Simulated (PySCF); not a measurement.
# UHF on Pb (lead, neutral)

Configuration: [Xe] 4f14 5d10 6s1 6p2 7s1, high-spin 5P determinant (an excited configuration). Computed with PySCF 2.14 in aug-cc-pVQZ-PP with ECP60MDF (7s7p5d3f2g, 92 functions), with scalar relativity through the core potential.

- Total energy: -191.483607 hartree
- One-electron energy: -331.8053 hartree
- Hartree (Coulomb) energy: 155.2964 hartree
- Exchange energy: -14.9746 hartree
- ⟨S²⟩: 6.0061
- ⟨L²⟩: 2.033
- Sum of ⟨r⟩: 35.80 bohr
- Sum of ⟨r²⟩: 103.2 bohr²
- Traceless quadrupole moment −½Σ⟨3z² − r²⟩ along its main axis: 2.11 e·bohr²

```tsv
shell	electrons	mean orbital energy (eV)	spread (eV)	rms radius, mean of both spins (bohr)
5s α	1	-173.15	0	0.925
5s β	1	-172.55	0	0.925
5p α	3	-110.03	0.177	1.05
5p β	3	-109.73	0.502	1.05
5d α	5	-34.401	0.365	1.39
5d β	5	-33.696	0.674	1.39
6s α	1	-22.082	0	2.45
6p α	2	-10.802	0	3.19
7s α	1	-3.040	0	7.02
```

Energies and moments cover only the electrons outside the core potential. Spin-orbit coupling is strong in this species (close to jj coupling), so the high-spin LS determinant is a model state, not a physical level. The outer electron is Rydberg-like, and this basis confines it to a smaller radius and binds it less than a complete one would.
